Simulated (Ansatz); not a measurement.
PbSe₂ was relaxed with r2SCAN-D4 (def2-TZVP) in Ansatz in these states: charge +1 doublet, neutral quintet, neutral singlet, neutral triplet. The geometries follow in no particular order.

In the def2 sets Pb takes a core potential; there is no spin–orbit coupling.

A:

Cartesian coordinates in Å:
```
Pb -0.9028 -0.2684 1.2268
Se 1.0926 0.9427 0.0353
Se -0.1898 -0.6743 -1.2621
```

B:

```tsv
atom	x (Å)	y (Å)	z (Å)
Pb1	-1.315	-0.570	-0.810
Se2	0.716	-0.694	0.998
Se3	0.599	1.264	-0.189
```

C:

```xyz
3

Pb   -0.1040   -0.6166    1.6060
Se    0.4166    1.3020   -0.3979
Se   -0.3126   -0.6854   -1.2081
```

D:

```
atom   x (Å)   y (Å)   z (Å)
 Pb1  -0.151   1.671  -0.377
 Se2   0.072  -0.543   1.485
 Se3   0.078  -1.128  -1.108
```

**Question.** Judge from the bond lengths which geometry belongs to which state (an estimate).

**Answer.** A is the neutral singlet (Se2–Se3 2.438 Å, Pb1–Se2 2.621 Å, Pb1–Se3 2.621 Å); B is the charge +1 doublet (Se2–Se3 2.293 Å, Pb1–Se2 2.722 Å, Pb1–Se3 2.722 Å); C is the neutral triplet (Se2–Se3 2.267 Å, Pb1–Se2 2.823 Å, Pb1–Se3 2.823 Å); D is the neutral quintet (Se2–Se3 2.658 Å, Pb1–Se2 2.901 Å, Pb1–Se3 2.901 Å).

At PBE0-D4/def2-TZVP a singlet lies 0.96 eV below the neutral triplet. At PBE0-D4/def2-TZVP a singlet lies 3.70 eV below the neutral quintet. These are the stationary points nearest to one start from a short search; other shapes may lie lower in each state.
